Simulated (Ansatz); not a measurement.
Input file for Ansatz (an electronic-structure program): U-CCSD(T)/def2-TZVPP on TiO, 2S+1 = 3, a spin state set in the input, which need not be the lowest, a point of a bond scan (R = 1.603 Å).

Ansatz 0.2 input:
```yaml
crystal:
  periodic: [false, false, false]
  atoms:
    - {symbol: Ti, position_ang: [0.00000000, 0.00000000, 0.00000000]}
    - {symbol: O, position_ang: [0.00000000, 0.00000000, 1.60335400]}
basis:
  gaussian:
    orbitals: def2-TZVPP
    pivot_positions_ang: [[0.00000000, 0.00000000, 0.00000000], [0.00000000, 0.00000000, 1.60335400]]
magnetization: {spin_polarized: true, initial_magnetization: 2}
correlation: {method: ccsd_t, electrons: valence}
output: {orbitals: {seedname: ./end}}
```

**Question.** What total energy does the run end on?

**Answer.** -923.9442 hartree (reference determinant -923.3071, T1 diagnostic 0.040).

**Question.** How many basis functions does it have, and what does it roughly cost on one machine?

**Answer.** 95 functions; roughly 100 core-seconds.
